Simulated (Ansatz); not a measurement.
`N=C[CH2][GeH3]` + `N[SiH](O)O` → `O[SiH](O)[NH][GeH3]` + `CC=N`  (ligand exchange at a Ge–C bond)

Calculated with Ansatz (gas phase, PBE0-D4/def2-TZVP geometries, no zero-point term in ΔE). CCSD(T)/CBS is the MP2 limit (def2-TZVPP, def2-QZVPP) plus CCSD(T) − MP2 in def2-TZVPP, frozen cores. This one scheme is used for every species. DFT in def2-TZVPP. For Ge outer-core shells are correlated without core-valence functions, which leaves a few kJ/mol of doubt a bond. Scalar relativity is left out up to krypton. Each species was taken in one conformer, which may not be the lowest.

CCSD(T)/CBS gives -22.2 kJ/mol.

(1) Another level gave -17.3 kJ/mol. Which?
A. MP2/def2-TZVPP
B. PBE-D4/def2-TZVPP
C. SCS-MP2/def2-TZVPP
D. HF/def2-TZVPP

Largest T1 diagnostic among the species: 0.012.

## Answers

(1) B. PBE-D4 -17.3, SCS-MP2/def2-TZVPP -26.7, HF/def2-TZVPP -37.0, MP2/def2-TZVPP -22.6 kJ/mol.

From PBE to PBE0 (25 % exact exchange), in def2-TZVPP and without D4, ΔE moves by −3.4 kJ/mol. In def2-TZVPP, CCSD(T) changes the Hartree–Fock value by +12.5 kJ/mol (the triples alone add +1.5 kJ/mol) and MP2 by +14.3 kJ/mol.

CCSD(T)/CBS has its own doubt, a few kJ/mol and more with outer-core shells, so smaller differences from it don't rank the levels.
